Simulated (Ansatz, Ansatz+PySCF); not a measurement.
```xyz
4

Al    0.0000    0.0000    0.0000
Cl   -0.3779   -1.9086    0.7325
Cl   -0.0964    0.3668   -2.0441
Cl    0.4743    1.5417    1.3115
```

Basis set: def2-SVP (spherical functions). Correlated methods keep 20 orbitals frozen. Charge 0, multiplicity 3.

Computed with Ansatz (development build ahead of 0.2.0); each method stands on the lowest determinant of its kind that the runs found.

(1) Give the atomization energy at this shape (free ground-state atoms in the same class of orbitals less the molecule, no zero-point energy) of triplet AlCl₃ by UHF-MP2, UHF.

Answers

(1)

```json
{"method": "UHF-MP2", "atomization energy": "121.95 kcal/mol"}
{"method": "UHF", "atomization energy": "76.24 kcal/mol"}
```

Caution: another spin multiplicity may lie lower; the determinant breaks the point group.
